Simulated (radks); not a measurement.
Problem. The table gives one normalised radial function P(r) = r R(r) of Ti2+ in [Ar] 3d2 (r in bohr). Method: scalar-relativistic Kohn-Sham, PBE, spin-polarised, spherical densities, finite nucleus; open shells are filled with parallel spins first; Fermi nuclear charge, rms radius 3.5921 fm; computed with a radial shooting solver on a logarithmic mesh with Libxc functionals.

| r | P |
|---|---|
| 0.006545 | 0.0050 |
| 0.008523 | 0.0082 |
| 0.0111 | 0.0133 |
| 0.01445 | 0.0216 |
| 0.01882 | 0.0347 |
| 0.0245 | 0.0550 |
| 0.0319 | 0.0857 |
| 0.04154 | 0.1304 |
| 0.0541 | 0.1924 |
| 0.07044 | 0.2727 |
| 0.09172 | 0.3667 |
| 0.1194 | 0.4593 |
| 0.1555 | 0.5212 |
| 0.2025 | 0.5087 |
| 0.2637 | 0.3752 |
| 0.3433 | 0.0971 |
| 0.4471 | -0.2943 |
| 0.5822 | -0.6989 |
| 0.758 | -0.9776 |
| 0.9871 | -1.0197 |
| 1.285 | -0.8309 |
| 1.674 | -0.5308 |
| 2.179 | -0.2606 |
| 2.838 | -0.0929 |
| 3.695 | -0.0219 |
| 4.811 | -0.0031 |
| 6.265 | -0.0002 |
| 8.158 | 0.0000 |

Which n and l does it have? It may be an empty orbital.

Solution. n = 3, l = 1: the number of nodes gives n - l - 1 = 1, the rise at small r (about r^(l+1)) gives l, and the extent must fit the shell. The curve is that of 3p down; the table hardly tells the two spins apart. 3p down: eigenvalue -53.627 eV, 1 radial node at r = 0.369 bohr, <r> = 1.08 bohr, 90 % of the charge inside 1.67 bohr.
